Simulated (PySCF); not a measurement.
# Electron correlation in Se²⁺ (selenium, charge +2)

[Ar] 3d10 4s2 4p2, high-spin 3P determinant. Calculation: PySCF 2.14, in cc-pVDZ-PP with ECP10MDF (4s3p2d, 23 functions); scalar relativity through the core potential. Frozen: 3s2 3p6 3d10; 4 electrons correlated.

MP2 pair energies summed by pair of shells (mhartree):

```json
{"pair": "4s-4p", "energy": "-26.45", "share (%)": "61.0"}
{"pair": "4s-4s", "energy": "-12.54", "share (%)": "28.9"}
{"pair": "4p-4p", "energy": "-4.36", "share (%)": "10.1"}
```

Total MP2 correlation energy: -43.36 mhartree.

Same-spin part -6.91 and opposite-spin part -36.45 mhartree; SCS-MP2 scales them by 1/3 and 6/5 to -46.04 mhartree.

```tsv
level	correlation energy (mhartree)
CCSD	-59.93
(T)	-0.54
CCSD(T)	-60.47
```

Diagnostics: T1 = 0.0058, D1 = 0.0160, largest double amplitude 0.095.

Cost of the coupled-cluster step: 0.13 s of wall time on 1 thread of Intel(R) Xeon(R) Platinum 8559C (shared host), for 4 correlated electrons.

Iterations:

```
CC2 = 0
CCSD nocc = (np.int64(3), np.int64(1)), nmo = (14, 14)
frozen orbitals [[0, 1, 2, 3, 4, 5, 6, 7, 8], [0, 1, 2, 3, 4, 5, 6, 7, 8]]
max_cycle = 100
direct = 0
conv_tol = 1e-08
conv_tol_normt = 1e-06
diis_space = 8
diis_start_cycle = 0
Init t2, MP2 energy = -0.0433586523759084
Init E_corr(UCCSD) = -0.0433586523802793
cycle = 1  E_corr(UCCSD) = -0.0549636687572086  dE = -0.0116050164  norm(t1,t2) = 0.0424564
cycle = 2  E_corr(UCCSD) = -0.0582410693948943  dE = -0.00327740064  norm(t1,t2) = 0.014925
cycle = 3  E_corr(UCCSD) = -0.0599403732643872  dE = -0.00169930387  norm(t1,t2) = 0.00616098
cycle = 4  E_corr(UCCSD) = -0.0599255523956511  dE = 1.48208687e-05  norm(t1,t2) = 0.000914858
cycle = 5  E_corr(UCCSD) = -0.059933234094564  dE = -7.68169891e-06  norm(t1,t2) = 0.00011143
cycle = 6  E_corr(UCCSD) = -0.0599309177753713  dE = 2.31631919e-06  norm(t1,t2) = 1.26255e-05
cycle = 7  E_corr(UCCSD) = -0.0599316593386296  dE = -7.41563258e-07  norm(t1,t2) = 2.11517e-06
cycle = 8  E_corr(UCCSD) = -0.0599314768537016  dE = 1.82484928e-07  norm(t1,t2) = 5.13409e-07
cycle = 9  E_corr(UCCSD) = -0.0599314868855847  dE = -1.00318831e-08  norm(t1,t2) = 8.08392e-08
cycle = 10  E_corr(UCCSD) = -0.0599314992787709  dE = -1.23931862e-08  norm(t1,t2) = 4.55891e-08
cycle = 11  E_corr(UCCSD) = -0.0599314989567906  dE = 3.21980283e-10  norm(t1,t2) = 2.32308e-08
UCCSD converged
E(UCCSD) = -370.8261982250856  E_corr = -0.05993149895679063
UCCSD(T) correction = -0.000542199366671769
```
